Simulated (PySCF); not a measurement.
HSi, SMILES [SiH] (connectivity only; charge and spin as stated), charge +1, multiplicity 1.

Coordinates come from a PBE-D3(BJ)/def2-TZVPD optimisation.

Calculation: CAM-B3LYP/def2-TZVPD (PySCF).

Gas-phase values at a fixed geometry.

Computed frontier levels, gap, dipole moment and polarisability:
| Property | Value |
|---|---|
| highest occupied level | -16.74 eV |
| lowest empty level | -9.34 eV |
| orbital gap | 7.40 eV |
| dipole moment about the centre of nuclear charge | 0.037 e·Å |
| mean static polarisability | 20.7 bohr³ (3.07 Å³) |
| polarisability, principal values | 19.2, 19.2, 23.7 bohr³ |
